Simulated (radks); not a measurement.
Sn I, 50 electrons, occupied as [Kr] 4d10 5s1 5p2 6s1 (not the ground configuration). Method: scalar-relativistic Kohn-Sham, PW91, spin-polarised, spherical densities, finite nucleus; open shells are filled with parallel spins first (spin-orbit coupling, left out, can overturn this in heavy ions); Fermi nuclear charge, rms radius 4.6519 fm; computed with a radial shooting solver on a logarithmic mesh with Libxc functionals.

Local quantities along the radius. ELF = 1/(1 + alpha^2) is the electron localisation function; alpha = (tau - tau_W)/tau_unif compares the Pauli kinetic energy density with that of the uniform gas (summed over spins). tau is taken from the large components.

```
   r/bohr * ELF (the largest magnitude, 1, reaches the edge; | marks zero)
 0.001382 |                                                      *
 0.001888 |                                                      *
   0.0026 |                                                      *
 0.003552 |                                                      *
 0.004892 |                                                      *
 0.006736 |                                                      *
 0.009203 |                                                      *
  0.01267 |                                                     *
  0.01731 |                                                    *
  0.02384 |                                             *
  0.03257 |                          *
  0.04486 |                *
  0.06178 |                            *
   0.0844 |                                        *
   0.1162 |                                   *
   0.1588 |                 *
   0.2187 |                            *
   0.3011 |                                         *
   0.4114 |                           *
   0.5665 |           *
    0.774 |                                       *
    1.066 |                                      *
    1.468 |                   *
    2.005 |                 *
    2.762 |                               *
    3.773 |              *
    5.195 |           *
    7.098 |                                                *
    9.775 |                                                      *
    13.46 |                                                      *
    18.39 |                                                      *
```

On this mesh the ELF has minima near r = 0.045, 0.16, 0.57, 1.7, 4.4 bohr, which separate the shells, and maxima near 0.084 (0.75), 0.30 (0.77), 0.91 (0.77), 2.8 (0.58).
